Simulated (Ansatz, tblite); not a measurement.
Forces on the cluster Sn₄Ge⁻ at its r2SCAN-D4/def2-SVPD geometry. The state is a doublet with charge -1.

In the def2 sets Sn takes a core potential; there is no spin–orbit coupling. The xTB rows come from tblite. The structure comes from a short search, and lower isomers may exist.

GFN2-xTB (tblite), largest force 1.38 eV/Å:

```xyz
5
positions Å, forces eV/Å
Ge    0.159   -0.881    1.168   -0.073    0.403   -0.534
Sn    2.088   -0.749   -0.621   -1.243    0.376    0.472
Sn    0.571    1.745    0.083   -0.130   -0.487    0.055
Sn   -0.769   -0.648   -1.538    0.200    0.103    0.455
Sn   -2.049    0.532    0.908    1.247   -0.395   -0.448
```

PBE0-D4/def2-TZVPD (Ansatz), largest force 0.19 eV/Å:

```
Ge -0.006 0.033 -0.044
Sn -0.169 0.052 0.062
Sn -0.005 -0.031 0.012
Sn 0.011 -0.002 0.032
Sn 0.169 -0.052 -0.062
```
